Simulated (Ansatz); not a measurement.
Ideal-gas functions of BBrCl (`Cl[B]Br`) radical at 400 K and 1 bar, from an Ansatz frequency run at PBE0-D4/def2-TZVP.

Molar mass 126.17 g/mol, point group Cs (symmetry number 1), electronic degeneracy 2, moments of inertia 6.478, 257.248, 263.726 u Å². Harmonic wavenumbers (cm⁻¹, unscaled): 229, 619, 958.

Use S(trans) = R[1.5 ln M + 2.5 ln T − 1.1517]; rotational temperatures θ = 24.2544 K / I; S(rot) = R[ln(√π/σ · √(T³/θAθBθC)) + 1.5]; for each mode x = 1.438777 ν̃/T, S = R[x/(eˣ − 1) − ln(1 − e⁻ˣ)] and H = RT x/(eˣ − 1); 1 cm⁻¹ = 0.0119627 kJ/mol; R = 8.31446 J/(mol·K).

Q: By hand: the entropy, in J/(mol·K).

A: Translation 175.3. Rotation: θ = 3.7441, 0.0943, 0.092 K, giving 106.2. Vibration, mode by mode: 10.16, 3.19, 1.21, in all 14.6. Electronic 5.8. Sum 301.9 J/(mol·K).

Q: By hand: H − E and G − E in kJ/mol, counted from the electronic energy.

A: Zero-point energy ½ × 1806 × 0.0119627 = 10.8; thermal vibration 3.4; translation, rotation and pV give 4 RT = 13.3. H − E = 27.5 kJ/mol, and G − E = 27.5 − 400 × 301.9/1000 = -93.3 kJ/mol.

Vibration gives 5 % of the entropy.
